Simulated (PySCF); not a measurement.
**Polarisability and C₆ of La²⁺ (lanthanum, charge +2)**

[Xe] 5d1, 2D determinant. Computed with PySCF 2.14 in x2c-TZVPPall with one added diffuse shell each of s, p, d type (12s8p8d3f1g, 106 functions), with the spin-free X2C one-electron Hamiltonian (Gaussian nucleus). Coupled (time-dependent) response in atomic units; α is the mean over directions.

| method | mean α (bohr³) | α xx, yy, zz | C₆ (like pair) | S(−4) |
| --- | --- | --- | --- | --- |
| revPBE | 20.95 | 24.37, 24.37, 14.09 | 130.5 | 735.5 |

S(−4) is the Cauchy moment in α(ω) = α(0) + S(−4) ω² + …

Spin-orbit coupling is absent.

α(iu) at revPBE:

| u (hartree) | α(iu) (bohr³) |
| --- | --- |
| 0 | 20.95 |
| 0.0500 | 19.49 |
| 0.100 | 17.17 |
| 0.200 | 13.77 |
| 0.300 | 11.61 |
| 0.500 | 8.805 |
| 0.750 | 6.519 |
| 1.00 | 4.969 |
| 1.50 | 3.123 |
| 2.00 | 2.150 |
| 3.00 | 1.227 |
| 5.00 | 0.5813 |

A single London oscillator, α(iu) = α/(1 + u²/ω²), gives C₆ = (3/4) ω α². Matching the computed C₆ needs ω = 4 × 130.5 / (3 × 20.95²) = 0.396 hartree.

For an ion, C₆ is the dispersion term alone; charge-induced terms of lower order in 1/R come first.

The components differ because the open shell of this determinant is not spherical; for a pure term their mean is the scalar polarisability.

Spin-orbit coupling, absent here, splits the open shell strongly.
